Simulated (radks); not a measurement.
Problem. Species: Zr30+. Configuration: [Ne]. All-electron calculation, scalar-relativistic Kohn-Sham, PBE, spin-polarised, spherical densities, point nucleus. Program: a radial shooting solver on a logarithmic mesh with Libxc functionals. Some entries of the table are withheld. Estimate them.

orbital  occ.  eigenvalue (hartree)  <1/r> (bohr^-1)  <r> (bohr)
1s          2                   (1)            41.28     0.03704
2s          2             -146.4647            9.440      0.1594
2p          6             -137.3222            9.179      0.1384
3s          0             -59.20628              (2)         (3)
3p          0                   (4)            3.762      0.3709
3d          0             -52.96965            3.593      0.3273

Solution. 
(1) 1s eigenvalue (hartree): -714.4058
(2) 3s <1/r> (bohr^-1): 3.869
(3) 3s <r> (bohr): 0.3841
(4) 3p eigenvalue (hartree): -56.37397
